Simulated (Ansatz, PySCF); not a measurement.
Input for Ansatz (a quantum-chemistry and plane-wave program):
Ansatz 0.2 input:
```yaml
crystal:
  periodic: [false, false, false]
  atoms:
    - {symbol: I, position_ang: [-1.80131757, 0.10352545, 0.01056948]}
    - {symbol: C, position_ang: [-0.00641288, -1.07119395, 0.02814670]}
    - {symbol: I, position_ang: [1.80242387, 0.08126803, -0.01542511]}
    - {symbol: H, position_ang: [-0.00348778, -1.66000468, 0.93782473]}
    - {symbol: H, position_ang: [-0.01666866, -1.70688575, -0.84935629]}
basis:
  gaussian:
    orbitals: def2-SVP
hamiltonian:
  xc: {name: wB97X}
accuracy: high
```

**Question.** Give the equivalent PySCF input.

**Answer.** This is not unique; one that fits is 
```python
from pyscf import gto, scf, dft

mol = gto.M(
    atom='''
I    -1.801318    0.103525    0.010569
C    -0.006413   -1.071194    0.028147
I     1.802424    0.081268   -0.015425
H    -0.003488   -1.660005    0.937825
H    -0.016669   -1.706886   -0.849356
''',
    basis='def2-svp',
    ecp={'I': 'def2-svp'},
    charge=0,
    spin=0,
    verbose=3,
)

mf = dft.RKS(mol)
mf.xc = 'wb97x'
mf.grids.atom_grid = (99, 590)
mf.grids.prune = None
mf.kernel()
```

Both were run: Ansatz gave -634.747559 Eh and PySCF -634.747750 Eh, 0.191 mEh apart.
